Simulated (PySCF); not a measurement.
**SbCl⁺: energy against distance**

Set-up: Sb def2-TZVPPD with ECP28, Cl def2-TZVPPD; scalar-relativistic core potentials (PySCF 2.14). Energies in eV from Sb⁺ + Cl in their ground configurations at the same level. State: ²Π (doublet), unpaired electrons π ↑.

All columns are PBE0. A positive dipole points towards Cl; it is taken about the centre of mass and depends on that origin.

| R (Å) | E (eV) | μ (D) | Mulliken charge on Sb (basis-dependent) | HOMO (eV) | LUMO (eV) | Mayer bond order | ⟨S²⟩ |
| --- | --- | --- | --- | --- | --- | --- | --- |
| 1.929 | -2.118 | -0.06 | 1.09 | -12.17 | -10.17 | 1.46 | 0.75 |
| 2.019 | -2.996 | -0.51 | 1.11 | -12.34 | -10.34 | 1.42 | 0.75 |
| 2.108 | -3.465 | -0.95 | 1.11 | -12.51 | -10.51 | 1.40 | 0.75 |
| 2.176 | -3.625 | -1.29 | 1.11 | -12.63 | -10.63 | 1.39 | 0.75 |
| 2.243 | -3.664 | -1.61 | 1.10 | -12.75 | -10.75 | 1.39 | 0.75 |
| 2.310 | -3.613 | -1.92 | 1.10 | -12.86 | -10.86 | 1.38 | 0.75 |
| 2.400 | -3.444 | -2.32 | 1.09 | -13.00 | -11.00 | 1.37 | 0.76 |
| 2.512 | -3.126 | -2.79 | 1.10 | -13.15 | -11.17 | 1.35 | 0.76 |
| 2.647 | -2.663 | -3.28 | 1.11 | -13.30 | -11.35 | 1.33 | 0.76 |
| 2.826 | -2.005 | -3.74 | 1.12 | -13.44 | -11.57 | 1.29 | 0.81 |

A fit through these points gives, at Re = 2.235 Å, μ = -1.57 D and dμ/dR = -4.76 D/Å; the reduced mass is 27.12 u.

Task: How strong is the fundamental in the double-harmonic approximation, I = 42.26·(dμ/dR)²/μred km/mol?

Result: I = 42.26·(-4.76)²/27.12 = 35.3 km/mol at PBE0.

Spin–orbit coupling is left out, which matters for elements this heavy, above all for dissociation energies. For an ion De counts to the pair picked by the measured ionisation energies or electron affinities, which need not be the lowest pair at this level. The state was picked by a PBE0 search and need not be the measured ground state.
